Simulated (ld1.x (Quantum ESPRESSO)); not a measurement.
Transferability test, TM semilocal potential for Si

```
Element                 : Si (Z = 14)
Generator               : ld1.x (Quantum ESPRESSO) 7.5
Type                    : norm-conserving Troullier–Martins (semilocal form)
Functional              : LDA (PZ)
Relativity              : scalar-relativistic
Frozen core             : [He]
Valence charge          : 12
Reference configuration : 2s2 2p6 3s1.75 3p2.25
Partial waves           : 2s (bound): rc 0.60 bohr; 2p (bound): rc 0.65 bohr
Local potential         : the p channel
Core correction         : none
```

Occupied shells without a wave of their own: 3p, 3s. They enter only through the test configuration that unscreens the potential.

Energies are relative to the spin-unpolarised reference configuration 2s2 2p6 3s1.75 3p2.25; without spin polarisation the order of configurations can differ from experiment. Spin-polarised rows fill each open shell by Hund’s rule, majority spin first. The frozen-core shift is the all-electron ΔE with the core orbitals held at their reference shape minus the fully relaxed ΔE.

Task: Give the all-electron excitation energy and the error of the potential for: 2s2 2p6 3s2 3p2; 2s2 2p6 3s2 3p1; 2s2 2p6 3s2 3p0; 2s2 2p6 3s0 3p4; 2s2 2p6 3s2 3p2.3; 2s2 2p6 3s0 3p0; 2s2 2p6 3s2 3p1.5; 2s2 2p6 3s1.75 3p2.25 (spin-polarised); 2s2 2p6 3s2 3p2 (spin-polarised).

Result:

| valence configuration | charge | ΔE all-electron (eV) | error AE − PS (meV) | frozen-core shift (meV) |
| --- | --- | --- | --- | --- |
| 2s2 2p6 3s2 3p2 | 0 | -1.685 | +35 | 0.0 |
| 2s2 2p6 3s2 3p1 | +1 | 6.144 | +119 | 0.0 |
| 2s2 2p6 3s2 3p0 | +2 | 22.258 | +259 | 0.0 |
| 2s2 2p6 3s0 3p4 | 0 | 12.095 | -279 | 0.0 |
| 2s2 2p6 3s2 3p2.3 | -0.3 | -2.642 | +19 | 0.0 |
| 2s2 2p6 3s0 3p0 | +4 | 101.502 | +112 | +0.1 |
| 2s2 2p6 3s2 3p1.5 | +0.5 | 1.280 | +71 | 0.0 |
| 2s2 2p6 3s1.75 3p2.25 (spin-polarised) | 0 | -1.006 | -3.3 | 0.0 |
| 2s2 2p6 3s2 3p2 (spin-polarised) | 0 | -2.296 | +33 | 0.0 |

Levels in the configuration 2s2 2p6 3s2 3p2 (spin-polarised):

```json
{"level": "2s up", "all-electron (eV)": "-138.599", "pseudo (eV)": "-138.579"}
{"level": "2p up", "all-electron (eV)": "-95.488", "pseudo (eV)": "-95.459"}
{"level": "3s up", "all-electron (eV)": "-11.352", "pseudo (eV)": "-11.424"}
{"level": "3p up", "all-electron (eV)": "-4.593", "pseudo (eV)": "-4.531"}
{"level": "2s down", "all-electron (eV)": "-138.405", "pseudo (eV)": "-138.371"}
{"level": "2p down", "all-electron (eV)": "-95.243", "pseudo (eV)": "-95.208"}
{"level": "3s down", "all-electron (eV)": "-9.958", "pseudo (eV)": "-10.039"}
```

The 3p, 3s levels have no wave, so the channel is fitted at the deeper level alone: the likely source of the large errors.
